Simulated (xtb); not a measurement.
B(Cl)(Me)(NH2) (CH5BClN), SMILES CB(N)Cl. All values are semi-empirical tight-binding results from xtb (GFN2-xTB unless named), good for trends rather than for accurate numbers. Geometry: GFN2-xTB. Other conformers were not sampled.

```yaml
orbital_gap: 5.68 eV
dipole_moment: 3.35 D
zero_point_energy: 42.5 kcal/mol
G − E(el) at 298.15 K (modified RRHO): 24.3 kcal/mol
static polarisability (D4 model): 48.8 bohr³
solvation energy, GFN2-xTB/ALPB(water): -5.2 kcal/mol
solvation energy, GFN2-xTB/ALPB(acetonitrile): -5.6 kcal/mol
```
